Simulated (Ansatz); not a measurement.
C2H8AlNSi (`[CH3][Al]1[NH][SiH]1C`), charge 0, multiplicity 1.

Problem. Give a relaxed structure at PBE0-D4/def2-TZVP (Ansatz). (Estimate.)

Solution. Ansatz gave: 
Cartesian coordinates in Å:
```
C -1.2572 2.0894 1.8211
Al -0.5224 0.5701 0.8516
N -1.0495 -0.4807 -0.4834
Si 0.5263 -1.2092 -0.1760
C 1.7563 -1.1920 -1.5914
H -2.2167 2.3996 1.3996
H -0.5752 2.9433 1.7878
H -1.4117 1.8390 2.8744
H -1.7648 -0.7379 -1.1475
H 0.4756 -2.6256 0.3094
H 1.4389 -1.8789 -2.3824
H 2.7387 -1.5229 -1.2424
H 1.8617 -0.1941 -2.0207
```
This is one stationary point; other conformers may exist.
